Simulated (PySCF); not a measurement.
Molfile (atoms numbered from 1):
```
C6H5NO2
     RDKit          3D

 14 14  0  0  0  0  0  0  0  0999 V2000
    2.3837   -1.2951    0.5508 O   0  0  0  0  0  0  0  0  0  0  0  0
    1.8534   -0.3229    0.0796 C   0  0  0  0  0  0  0  0  0  0  0  0
    2.5385    0.6884   -0.4651 O   0  0  0  0  0  0  0  0  0  0  0  0
    0.3789   -0.1111    0.0376 C   0  0  0  0  0  0  0  0  0  0  0  0
   -0.2011    1.0520   -0.4707 C   0  0  0  0  0  0  0  0  0  0  0  0
   -1.5919    1.1504   -0.4610 C   0  0  0  0  0  0  0  0  0  0  0  0
   -2.3924    0.1947    0.0026 N   0  0  0  0  0  0  0  0  0  0  0  0
   -1.8307   -0.9118    0.4850 C   0  0  0  0  0  0  0  0  0  0  0  0
   -0.4538   -1.1169    0.5290 C   0  0  0  0  0  0  0  0  0  0  0  0
    3.4769    0.4585   -0.3891 H   0  0  0  0  0  0  0  0  0  0  0  0
    0.4196    1.8591   -0.8618 H   0  0  0  0  0  0  0  0  0  0  0  0
   -2.0803    2.0514   -0.8495 H   0  0  0  0  0  0  0  0  0  0  0  0
   -2.5133   -1.6829    0.8595 H   0  0  0  0  0  0  0  0  0  0  0  0
   -0.0171   -2.0330    0.9311 H   0  0  0  0  0  0  0  0  0  0  0  0
  1  2  2  0
  2  3  1  0
  2  4  1  0
  4  5  2  0
  5  6  1  0
  6  7  2  0
  7  8  1  0
  8  9  2  0
  9  4  1  0
  3 10  1  0
  5 11  1  0
  6 12  1  0
  8 13  1  0
  9 14  1  0
M  END
```

Geometry: PBE0-D3(BJ)/def2-SVP; GIAO shifts from PySCF 2.14, gas phase, non-relativistic, averaged over equivalent atoms.

At PBE0/pcSseg-1 (178 basis functions, 21 s wall time on 1 thread of an Arm Neoverse V1, shared host):
```tsv
atoms	δ (ppm)
O1	419.5
O3	201.7
C2	168.6
C6/C8	156.7
C4	138.5
C5/C9	128.6
N7	382.0
H12/H13	9.03
H11/H14	7.97
H10	6.09
```

References, each an isolated molecule treated in the same way: H2O for ¹⁷O (σ = 334.56 ppm); ¹³C (σ = 184.41 ppm), ¹H (σ = 31.27 ppm) against TMS; ¹⁵N (σ = 265.67 ppm) against NH3.

Question: Estimate the result of repeating the calculation with KT3/pcSseg-1.

Answer: 
| atoms | δ at KT3/pcSseg-1 | change |
| --- | --- | --- |
| O1 | 388.4 | -31.1 |
| O3 | 198.6 | -3.1 |
| C2 | 155.8 | -12.8 |
| C6/C8 | 143.6 | -13.1 |
| C4 | 125.8 | -12.7 |
| C5/C9 | 116.7 | -11.9 |
| N7 | 346.8 | -35.2 |
| H12/H13 | 8.70 | -0.33 |
| H11/H14 | 7.55 | -0.42 |
| H10 | 5.70 | -0.39 |

Shifts are taken against calculated references (same method and geometry level): ¹⁷O (σ = 329.03 ppm) against H2O; ¹³C (σ = 182.31 ppm) and ¹H (σ = 31.32 ppm) vs TMS; NH3 for ¹⁵N (σ = 262.01 ppm).

The largest change is at N7 (pyridine-type ring nitrogen). Cost: 178 basis functions, 34 s wall time on 1 thread of an Arm Neoverse V1, shared host. The order of the carbon signals is the same at both levels.

Hydrogen bonding in solution deshields acid and N–H amide carbonyl carbons by as much as 10 ppm beyond these values. Unscaled 17O shifts of doubly bonded oxygen tend to come out too high, by tens of ppm or more. Experimental scales use liquid or dissolved standards, which lie at an offset from isolated NH3 (liquid NH3: subtract about 20 ppm) and H2O (liquid H2O: subtract about 36 ppm). Unscaled 15N shifts of sp2 nitrogen come out 20 to 40 ppm too high even then.
